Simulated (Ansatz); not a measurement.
Geometry optimisation, RKS BLYP-D4/def2-SVP (Ansatz).

Input:

```yaml
crystal:
  periodic: [false, false, false]
  atoms:
    - { symbol: Ti, position_ang: [-0.702628, 0.683222, 0.785118] }
    - { symbol: Cl, position_ang: [2.948964, -0.608094, 0.260293] }
    - { symbol: C, position_ang: [-0.56081, -0.341148, -0.770486] }
    - { symbol: H, position_ang: [1.737459, -0.628268, -0.282964] }
    - { symbol: F, position_ang: [-0.759833, 2.420709, 0.438803] }
    - { symbol: F, position_ang: [-1.463036, -0.215923, 2.110037] }
    - { symbol: H, position_ang: [-0.393283, 0.11163, -1.767309] }
    - { symbol: H, position_ang: [-0.806733, -1.422027, -0.773493] }
basis:
  gaussian: { orbitals: def2-SVP }
hamiltonian:
  xc: blyp
  dispersion: d4
relax:
  f_tol: 0.03
  max_steps: 50
output:
  orbitals: {}
```

Command:

```bash
$ ansatz run input.yaml --threads 2 --pin off --max-ram 3072MiB --backend cpu --events-out ev --progress --plain --runs-dir out
```

**Question.** Where does it end, and by what steps?

**Answer.** The run converged. The force dipped under the threshold on the way, but the program's further checks kept it going. After 28 steps the energy has fallen by 3.571 eV; H4 moved furthest, 1.77 Å. Parted: Cl2–H4 (1.33 → 3.54 Å). Joined: Ti1–Cl2 (3.91 → 2.21 Å), C3–H4 (2.37 → 1.11 Å).

```
step  energy less start (eV)  largest force component (eV/Å)  accepted
   0                  0.0000                           0.309       yes
   1                 -0.1389                           0.440       yes
   2                 -0.3310                           0.676       yes
   3                 -0.5815                           1.049       yes
   4                 -0.8682                           1.453       yes
   5                 -1.3005                           1.677       yes
   6                 -1.9226                           2.130       yes
   7                 -2.6243                           1.607       yes
   8                 -2.9223                           2.837       yes
   9                 -3.2558                           0.568       yes
  10                 -3.4114                           0.522       yes
  11                 -3.4916                           0.366       yes
  12                 -3.5269                           0.126       yes
  13                 -3.5305                           0.185       yes
  14                 -3.5321                           0.034       yes
  15                 -3.5322                           0.002       yes
  16                 -3.5323                           0.033       yes
  17                 -3.5326                           0.066       yes
  18                 -3.5334                           0.101       yes
  19                 -3.5352                           0.054       yes
  20                 -3.5359                           0.228       yes
  21                 -3.5412                           0.122       yes
  22                 -3.5454                           0.382       yes
  23                 -3.5569                           0.165       yes
  24                 -3.5662                           0.018       yes
  25                 -3.5675                           0.224       yes
  26                 -3.5702                           0.054       yes
  27                 -3.5710                           0.003       yes
  28                 -3.5712                           0.025       yes
```

```xyz
8
Properties=species:S:1:pos:R:3
Ti 0.074 0.484 0.838
Cl 2.255 0.714 1.083
C -0.191 -0.540 -0.929
H 0.318 -1.525 -0.855
F -0.762 2.011 0.633
F -0.657 -0.513 2.081
H 0.245 0.054 -1.759
H -1.281 -0.684 -1.092
```

Run time: 51 s on 2 threads of Intel(R) Xeon(R) Platinum 8488C (Sapphire Rapids), with other jobs on the host, peak memory 0.19 GiB.
